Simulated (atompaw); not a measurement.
# Which change was made? (Nd, PAW (atompaw))

* Element: neodymium
* Generator: atompaw 4.2.0.5
* Type: PAW
* Functional: LDA (PW92)
* Relativity: scalar-relativistic
* Frozen core: [Xe]
* Valence charge: 6
* Reference configuration: 4f4 5d0 6s1 6p0 (charge +1)
* Partial waves: 6s (bound): rc 3.00 bohr; 6s channel at 3.05 Ry: rc 3.00 bohr; 6p (bound, empty): rc 3.00 bohr; 6p channel at 1.45 Ry: rc 3.00 bohr; 5d (bound, empty): rc 3.00 bohr; 5d channel at 0.15 Ry: rc 3.00 bohr; 4f (bound): rc 1.70 bohr; 4f channel at -0.05 Ry: rc 1.70 bohr
* Local potential: ultrasoft scheme with l = 4 at 0.5 Ry, radius 3.00 bohr
* Core correction: smooth core density matched at 1.70 bohr
* Augmentation charge: besselshape compensation charge, radius 2.30 bohr; PAW radius 3.00 bohr; waves and projectors: custom rrkj gramschmidtortho

Cutoffs, loose and tight: the cutoffs (Ry, on a coarse ladder) from which the occupation-weighted sum of valence levels, in a spherical-Bessel basis at the reference potential, stays within 10 and 1 mRy of its value at 400 Ry. They see the waves, projectors and local potential, not the compensation charge or the core.

The base gives: outcome: generated; cutoff, loose: 45 Ry; cutoff, tight: 70 Ry; bound ghosts: p, s.

(1) After one change the result is: outcome: generated; cutoff, loose: 25 Ry; cutoff, tight: 40 Ry; bound ghosts: none. Which change was it?
A. all radii scaled by about 1.29 (s 3.88, p 3.88, d 3.88, f 2.20 bohr); local potential ultrasoft scheme with l = 4 at 0.5 Ry, radius 3.88 bohr; augmentation besselshape compensation charge, radius 2.96 bohr; PAW radius 3.88 bohr; waves and projectors: custom rrkj gramschmidtortho; core correction smooth core density matched at 2.20 bohr
B. all radii scaled by about 1.14 (s 3.42, p 3.42, d 3.42, f 1.94 bohr); local potential ultrasoft scheme with l = 4 at 0.5 Ry, radius 3.42 bohr; augmentation besselshape compensation charge, radius 2.62 bohr; PAW radius 3.42 bohr; waves and projectors: custom rrkj gramschmidtortho; core correction smooth core density matched at 1.94 bohr
C. all radii scaled by about 0.97 (s 2.90, p 2.90, d 2.90, f 1.64 bohr); local potential ultrasoft scheme with l = 4 at 0.5 Ry, radius 2.90 bohr; augmentation besselshape compensation charge, radius 2.24 bohr; PAW radius 2.90 bohr; waves and projectors: custom rrkj gramschmidtortho; core correction smooth core density matched at 1.64 bohr

Answers

(1) A. The others give: all radii scaled by about 0.97 (s 2.90, p 2.90, d 2.90, f 1.64 bohr); local potential ultrasoft scheme with l = 4 at 0.5 Ry, radius 2.90 bohr; augmentation besselshape compensation charge, radius 2.24 bohr; PAW radius 2.90 bohr; waves and projectors: custom rrkj gramschmidtortho; core correction smooth core density matched at 1.64 bohr → outcome: failed: atompaw: The overlap operator has at least one negative eigenvalue! | all radii scaled by about 1.14 (s 3.42, p 3.42, d 3.42, f 1.94 bohr); local potential ultrasoft scheme with l = 4 at 0.5 Ry, radius 3.42 bohr; augmentation besselshape compensation charge, radius 2.62 bohr; PAW radius 3.42 bohr; waves and projectors: custom rrkj gramschmidtortho; core correction smooth core density matched at 1.94 bohr → outcome: generated; cutoff, loose: 35 Ry; cutoff, tight: 55 Ry; bound ghosts: s, p.
